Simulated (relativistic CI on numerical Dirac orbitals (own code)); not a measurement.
**How well does a small relativistic CI reproduce Zr?**

Computed by Dirac-Coulomb-Breit CI, orbitals from a KLI potential per configuration, a model potential for QED, valence Slater integrals scaled by 0.85, P86 correlation energy added to each configuration (own radial code, finite nucleus).

CI space (outside the closed core [Kr]): 4d2 5s2, 4d3 5s, 4d2 5s 5p, 4d3 5p, 4d4, 4d 5s2 5p, 4d2 5s 5d, 4d2 5s 5f, 4d2 5s 5g, 4d 5s2 6p, 4d3 5d, 4d 5s2 4f, 4d2 5s 6s, 4d3 4f, 4d 5s2 7s, 4d3 6s, 4d 5s2 6d, 4d2 5s 6p, 4d 5s2 7p, 4d 5s2 5g, 4d3 5g, 4d2 5p 6s, 5s2 5p 5g, 4d 5s2 5f, 4d 5s2 6s, 4d 5s2 8s, 4d3 5f, 4d2 5s 7s, 4d 5s2 7d, 4d2 5p2, 4d 5p3, 5s2 5p2, 5s 5p3, 5s 5p2 5d, 5s 5p2 5f, 5s 5p2 5g, 4d 5s 5p2, 4d 5p2 5d, 4d 5p2 5f, 4d 5p2 5g, 4d2 5d2, 4d 5p 5d2, 5s2 5p 5f, 5s 5p 5d 5f, 5s 5p 5f2, 5s 5p 5f 5g, 5s2 5d 6s, 5s 5p 5d 6s, 5s 5d2 6s, 5s 5d 5f 6s, 5s 5d 5g 6s, 4d2 5g2, 4d 5p 5g2. Double excitations out of closed p, d and f shells are left out; levels of such configurations are missing from the list, as are those of other unlisted configurations, and high levels can miss mixing partners. These lack a partner that the ground configuration has and come out too high: 4d 5s2 6p, 4d 5s2 4f, 4d 5s2 7s, 4d 5s2 6d, 4d 5s2 7p.

| Configuration | Term (tabulated) | J | Measured (cm⁻¹) | Computed | Error | Purity (%) |
| --- | --- | --- | --- | --- | --- | --- |
| 4d2 5s2 | a 3F | 2 | 0.0 | 0 | 0 | 89 |
| 4d2 5s2 | a 3F | 3 | 570.4 | 505 | -65 | 89 |
| 4d2 5s2 | a 3F | 4 | 1240.8 | 1116 | -125 | 89 |
| 4d2 5s2 | a 3P | 0 | 4196.9 | 4237 | 40 | 68 |
| 4d2 5s2 | a 3P | 1 | 4376.3 | 4381 | 5 | 68 |
| 4d3 5s | a 5F | 1 | 4870.5 | 4563 | -307 | 98 |
| 4d3 5s | a 5F | 2 | 5023.4 | 4685 | -338 | 98 |
| 4d3 5s | a 5F | 3 | 5249.1 | 4866 | -383 | 98 |
| 4d3 5s | a 5F | 4 | 5540.5 | 5104 | -436 | 98 |
| 4d3 5s | a 5F | 5 | 5888.9 | 5395 | -494 | 98 |
| 4d2 5s2 | a 1G | 4 | 8057.3 | 8561 | 503 | 75 |
| 4d3 5s | a 5P | 1 | 10885.4 | 10974 | 88 | 97 |
| 4d3 5s | a 5P | 2 | 11016.6 | 11088 | 72 | 97 |
| 4d3 5s | a 5P | 3 | 11258.4 | 11284 | 25 | 97 |
| 4d3 5s | b 3F | 2 | 11640.7 | 12117 | 476 | 87 |
| 4d3 5s | b 3F | 3 | 11956.3 | 12420 | 464 | 84 |
| 4d3 5s | b 3F | 4 | 12342.4 | 12830 | 487 | 79 |
| 4d2 5s2 | a 1S | 0 | 13141.8 | 21715 | 8574 | 85 |
| 4d3 5s | a 3D | 1 | 14123.0 | 15133 | 1010 | 89 |
| 4d3 5s | a 3D | 2 | 14348.8 | 15307 | 958 | 89 |
| 4d3 5s | a 3D | 3 | 14697.0 | 15581 | 884 | 92 |
| 4d2 5s 5p | z 5G° | 2 | 14783.5 | 12532 | -2251 | 91 |
| 4d2 5s 5p | z 5G° | 3 | 15201.3 | 12880 | -2322 | 94 |
| 4d2 5s 5p | z 5G° | 4 | 15720.4 | 13322 | -2398 | 97 |
| 4d2 5s 5p | z 5G° | 5 | 16317.0 | 13846 | -2471 | 98 |
| 4d2 5s 5p | z 5F° | 1 | 16786.9 | 14500 | -2287 | 88 |
| 4d2 5s 5p | z 3F° | 3 | 16843.9 | 14918 | -1926 | 59 |
| 4d2 5s 5p | z 5G° | 6 | 16978.3 | 14444 | -2535 | 98 |
| 4d2 5s 5p | z 5F° | 2 | 17059.6 | 14695 | -2364 | 90 |
| 4d2 5s 5p | z 5F° | 3 | 17422.2 | 14973 | -2449 | 92 |
| 4d2 5s 5p | z 3F° | 4 | 17556.3 | 15585 | -1971 | 64 |
| 4d2 5s 5p | z 5F° | 4 | 17833.7 | 15317 | -2517 | 93 |
| 4d2 5s 5p | z 5F° | 5 | 18276.9 | 15731 | -2546 | 94 |
| 4d2 5s 5p | z 5D° | 0 | 18976.4 | 16625 | -2352 | 91 |
| 4d2 5s 5p | z 5D° | 1 | 19096.5 | 16736 | -2360 | 89 |
| 4d2 5s 5p | z 5D° | 2 | 19323.8 | 16945 | -2379 | 86 |
| 4d2 5s 5p | z 5D° | 3 | 19625.6 | 17210 | -2415 | 85 |
| 4d2 5s 5p | z 5D° | 4 | 19833.8 | 17371 | -2462 | 93 |
| 4d2 5s 5p | z 3G° | 3 | 21849.3 | 20534 | -1316 | 89 |
| 4d2 5s 5p | z 3G° | 4 | 22144.1 | 20794 | -1350 | 88 |
| 4d2 5s 5p | z 3G° | 5 | 22563.9 | 21153 | -1411 | 87 |
| 4d3 5p | y 5G° | 5 | 26765.7 | 25043 | -1723 | 96 |
| 4d2 5s 5p | x 3F° | 4 | 26938.4 | 22647 | -4292 | 66 |
| 4d3 5p | y 5G° | 6 | 27214.9 | 25496 | -1719 | 98 |
| 4d2 5s 5p | x 3G° | 3 | 28404.3 | 24980 | -3424 | 60 |
| 4d2 5s 5p | w 3F° | 4 | 28528.4 | 26046 | -2482 | 60 |
| 4d2 5s 5p | x 3G° | 4 | 28749.8 | 25224 | -3526 | 63 |
| 4d2 5s 5p | x 3G° | 5 | 29001.7 | 25594 | -3408 | 67 |
| 4d3 5p | y 5F° | 4 | 29122.7 | 27644 | -1478 | 94 |
| 4d3 5p | y 5F° | 5 | 29535.5 | 27964 | -1572 | 91 |
| 4d3 5p | x 5D° | 3 | 30087.3 | 28979 | -1109 | 89 |
| 4d3 5p | x 5D° | 4 | 30384.5 | 29270 | -1114 | 90 |

Measured levels from NIST Handbook of Basic Atomic Spectroscopic Data (Sansonetti and Martin, J. Phys. Chem. Ref. Data 34, 1559 (2005)); pairs were made by configuration, J and term (by order where the table uses no LS term), so strongly mixed levels may be paired wrongly.

Mean error by configuration (cm⁻¹): 4d2 5s2 1489; 4d3 5s 179; 4d2 5s 5p -2449; 4d3 5p -1452. Over the excited levels the mean absolute error is 1680 cm⁻¹ (51 of the 62 excited levels that our extract of the source holds in range could be paired, and the others can miss by more), and the median relative error of those above 1,000 cm⁻¹ is 8.1 %. Some levels of the ground configuration have no partner.

Transition probabilities of persistent lines. The last column rescales the computed rate by the cube of measured over computed energy:

```tsv
λ measured (Å)	Lower	Upper	A tabulated (s⁻¹)	A computed	A rescaled
3575.79 air	4d2 5s2 a 3F_3	4d2 5s 5p w 3F°_4	5.30e+07	1.79e+07	2.35e+07
3601.19 air	4d2 5s2 a 3F_4	4d2 5s 5p x 3G°_5	1.33e+08	1.83e+07	2.68e+07
3663.65 air	4d2 5s2 a 3F_4	4d2 5s 5p w 3F°_4	5.70e+07	1.19e+08	1.56e+08
4072.70 air	4d3 5s a 5F_4	4d3 5p x 5D°_3	1.19e+08	1.52e+08	1.65e+08
4687.80 air	4d3 5s a 5F_5	4d3 5p y 5G°_6	8.50e+07	9.20e+07	1.10e+08
4710.07 air	4d3 5s a 5F_4	4d3 5p y 5G°_5	6.40e+07	7.79e+07	9.40e+07
6127.46 air	4d2 5s2 a 3F_4	4d2 5s 5p z 3F°_4	1.70e+06	1.39e+06	1.99e+06
```
